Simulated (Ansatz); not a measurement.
Molecule: C$_{2}$H$_{9}$N$_{2}$Si (charge 0, doublet). It need not be the lowest isomer of its formula. 
Structure (B3LYP-D3(BJ)/def2-TZVP (Ansatz, a program for electronic structure) minimum search):
```
Si
N 1 1.7215
H 2 1.0089 1 119.14
H 2 1.0092 3 109.93 1 -143.22
N 1 1.7631 2 112.27 3 -77.39
H 5 1.0239 1 113.54 2 168.46
C 1 1.8749 2 107.13 3 43.96
H 7 1.0918 1 111.12 2 177.75
H 7 1.0919 8 108.23 1 121.43
H 7 1.0924 8 107.65 9 116.44
C 1 1.8754 2 108.26 3 165.93
H 11 1.0914 1 111.61 2 -179.54
H 11 1.0918 12 107.80 1 122.25
H 11 1.0921 12 108.45 13 116.80
```
Charge 0, spin multiplicity 2.

Dipole moments at this geometry, in debye (magnitudes).

```
level                    program  dipole (D)
-----------------------  -------  ----------
SVWN5/def2-TZVPD          Ansatz        1.30
PBE/def2-TZVPD            Ansatz        1.15
BLYP/def2-TZVPD           Ansatz        1.16
r2SCAN/def2-TZVPD         Ansatz        1.06
B97M-V/def2-TZVPD         Ansatz        1.06
B3LYP/def2-TZVPD          Ansatz         [?]
PBE0/def2-TZVPD           Ansatz        1.04
r2SCANh/def2-TZVPD        Ansatz        1.03
r2SCAN0/def2-TZVPD        Ansatz        1.01
CAM-B3LYP/def2-TZVPD      Ansatz        1.04
LC-wPBE/def2-TZVPD        Ansatz        1.02
wB97M-V/def2-TZVPD        Ansatz        1.00
wB97X-V/def2-TZVPD        Ansatz        1.02
CCSD(T)/aug-cc-pV(D+d)Z   Ansatz         [?]
```

Some entries are withheld; supply them.


- B3LYP/def2-TZVPD, dipole (D): 1.06
- CCSD(T)/aug-cc-pV(D+d)Z, dipole (D): 0.98
